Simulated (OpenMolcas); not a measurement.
## How methods differ on CH4ClGeO (SMILES [CH3][Ge]([OH])[Cl])

The species is CH4ClGeO (8 atoms), meant as a doublet with charge 0. As SMILES, `[CH3][Ge]([OH])[Cl]`. Geometry: relaxed at PBE0-D4/def2-TZVP. This is one conformer, not always the lowest.

```xyz
8

C     0.0700    1.2351   -0.0459
Ge   -0.6615   -0.5535    0.2727
O     0.7146   -1.5046    0.8800
Cl   -1.2471   -1.4321   -1.6394
H     0.4195    1.6524    0.8981
H     0.9069    1.1226   -0.7376
H    -0.6948    1.8762   -0.4809
H     0.5846   -2.4532    0.7971
```

Quantity: the energy change with the Ge2–O3 bond stretched from 1.780 to 2.313 Å, in eV. The values are calculated.

```csv
level,kind,program,value (eV),CPU time (all runs)
USVWN5/6-31G* (spherical functions),LDA,OpenMolcas,1.46,80 s
U-revPBE/6-31G* (spherical functions),GGA,OpenMolcas,1.10,1.8 min
UBLYP/6-31G* (spherical functions),GGA,OpenMolcas,1.03,1.8 min
U-r2SCAN/6-31G* (spherical functions),meta-GGA,OpenMolcas,1.40,2.4 min
UM06-L/6-31G* (spherical functions),meta-GGA,OpenMolcas,1.24,2.3 min
UB3LYP/6-31G* (spherical functions),global hybrid,OpenMolcas,1.30,2 min
UBHLYP/6-31G* (spherical functions),global hybrid,OpenMolcas,1.58,1.8 min
UM06-2X/6-31G* (spherical functions),hybrid meta-GGA,OpenMolcas,1.60,2.2 min
```

All-electron rows without a relativistic Hamiltonian named are non-relativistic. The first shape isn't each level's own minimum. The values span 1.03 to 1.60 eV. CPU times are rough (shared hosts, several kinds of processor and program).
